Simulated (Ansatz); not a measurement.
Reaction (formal loss of a carbene): `CS[SiH](F)F` → `[CH2]` (triplet) + `F[SiH](F)S`

Calculated with Ansatz (gas phase, PBE0-D4/def2-TZVP geometries, no zero-point term in ΔE). CCSD(T)/CBS is the MP2 limit (def2-TZVPP, def2-QZVPP) plus CCSD(T) − MP2 in def2-TZVPP, frozen cores. This one scheme is used for every species. Functionals use def2-TZVPP. Triplets are unrestricted, without spin–orbit coupling. One conformer a species, not always the lowest.

(1) Is it downhill or uphill in electronic energy at CCSD(T)/CBS, and by how much? (Best estimate.)

(2) What do these levels give: r2SCAN-D4, revPBE, r2SCANh, MP2/def2-SVP, CCSD/def2-TZVPP, CCSD(T)/def2-TZVPP? (Best estimate.)

Largest T1 diagnostic among the species: 0.012.

## Answers

(1) Ansatz gave: Uphill: ΔE = +101.5 kcal/mol.

(2) Computed: r2SCAN-D4 96.4, revPBE 96.2, r2SCANh 95.5, MP2/def2-SVP 97.5, CCSD/def2-TZVPP 95.3, CCSD(T)/def2-TZVPP 98.2 kcal/mol.

Leaving LDA and LC-ωPBE aside and taking each functional with its dispersion term where it has one, the values, not all of them listed here, spread over 8.9 kcal/mol, from r2SCAN0-D4 to ωB97X-V. LDA lies +16.2 kcal/mol from PBE without D4. From BLYP to BHLYP (50 % exact exchange), in def2-TZVPP and without D4, ΔE moves by −1.9 kcal/mol.
